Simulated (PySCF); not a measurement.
Compound: Ti(NMe2)2Cl2, C₄H₁₂Cl₂N₂Ti (singlet state).
Bonds: Ti1–N2, Ti1–N11, Ti1–Cl20, Ti1–Cl21, N2–C3, N2–C4, N11–C12, N11–C13. Hydrogens: H5, H6, H7 on C3; H8, H9, H10 on C4; H14, H15, H16 on C12; H17, H18, H19 on C13.

Method used: PBE0-D3(BJ)/def2-SVP geometry optimisation, gas phase (PySCF).

Task: How far are the bound atoms from Ti1?

Result: 4 atoms: N2 1.840 Å, N11 1.841 Å, Cl21 2.224 Å, Cl20 2.236 Å. The nearest atom not counted as bound is H15, at 2.60 Å.

Task: List the angles at Ti1.

Result: 
| angle | degrees | distance of the outer atoms (Å) |
| --- | --- | --- |
| Cl20–Ti1–Cl21 | 114.4 | 3.75 |
| N2–Ti1–Cl20 | 111.5 | 3.38 |
| N2–Ti1–Cl21 | 109.8 | 3.33 |
| N11–Ti1–Cl20 | 107.8 | 3.30 |
| N11–Ti1–Cl21 | 107.6 | 3.29 |
| N2–Ti1–N11 | 105.2 | 2.92 |

Task: What is the shape at Ti1?

Result: Distorted tetrahedral: angles from 105.2° to 114.4°; τ4 = (360° − α − β)/141° = 0.95 with α and β the two widest (0 for a square, 1 for a tetrahedron).

Task: What are the other bond lengths?

Result: N2–C3 and 3 like bonds 1.440 Å. (A selection.)

Task: Give some angles away from the centre.

Result: Ti1–N2–C3 117.9°, Ti1–N2–C4 126.5°, C3–N2–C4 115.5°, Ti1–N11–C12 111.5°, Ti1–N11–C13 133.1°.

Task: What are the rotational constants (commonest isotopes, rigid rotor)?

Result: A = 844.5, B = 761.4, C = 747.4 MHz: an asymmetric top.

Point group: C1 (no symmetry element, even within 0.4 Å). Charge 0, singlet. Whether it is a minimum is left open (no frequencies).
